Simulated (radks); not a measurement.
Results of a calculation; reference values are marked as such.
Polarisability of the platinum ion Pt+, [Xe] 4f14 5d9, at imaginary frequency. Level of theory: scalar-relativistic Kohn-Sham, PBE, spin-polarised, spherical densities, finite nucleus; open shells are filled with parallel spins first (spin-orbit coupling, left out, can overturn this in heavy ions); Fermi nuclear charge, rms radius 5.427 fm (a radial shooting solver on a logarithmic mesh with Libxc functionals). Response by self-consistent Sternheimer equations with the Hartree and adiabatic LDA kernel, the relativistic mass of each level held fixed and spin-orbit coupling left out.

| w (hartree) | alpha1(iw) (bohr^3) |
|---|---|
| 0.00266 | 16.32 |
| 0.0143 | 16.30 |
| 0.0360 | 16.20 |
| 0.0697 | 15.90 |
| 0.118 | 15.21 |
| 0.186 | 13.96 |
| 0.280 | 12.17 |
| 0.413 | 10.06 |
| 0.605 | 7.867 |
| 0.892 | 5.760 |
| 1.35 | 3.850 |
| 2.12 | 2.261 |
| 3.59 | 1.104 |
| 6.94 | 0.4167 |
| 17.5 | 0.1018 |

Static values: alpha1 = 16.32 bohr^3 (2.418 angstrom^3; uncoupled 27.85). C6 = 122.5, triple-dipole C9 = 1324 atomic units. One-pole (London) frequency 4 C6 / (3 alpha1^2) = 0.613 hartree, against 0.514 for minus the highest occupied eigenvalue.
